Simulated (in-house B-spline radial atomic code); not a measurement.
A fraction x of an electron is removed from 4p in In⁺, starting from [Kr] 4d10 5s2 and keeping the highest spin. All numbers are computed (scalar-relativistic (X2C) PBEsol, spin-polarised, spherical fractional occupations; Fermi nucleus of rms radius 4.6156 fm) with a B-spline radial code for spherical atoms, not measured.

```tsv
x	E(x) - E(0) (eV)	4p down level (eV)
0	0.0000	-85.498
0.12	10.3748	-87.420
0.25	21.8764	-89.532
0.28	24.5698	-90.024
0.48	42.9051	-93.340
0.5	44.7752	-93.675
0.58	52.3230	-95.022
0.72	?	?
0.77	70.6839	-98.260
0.98	?	?
1	93.7410	-102.249
```

Question: What belongs in the row x = 0.72?

Answer: An energy change of 65.7924 eV; 4p down at -97.402 eV.

Question: What belongs in the row x = 0.98?

Answer: An energy change of 91.6996 eV; 4p down at -101.900 eV.

Question: Check Janak's theorem between x = 0.12 and 0.25.

Answer: The slope of the energy is 88.47 eV; the orbital levels give 88.48 eV (-ε of the emptying orbital, averaged over the two points).
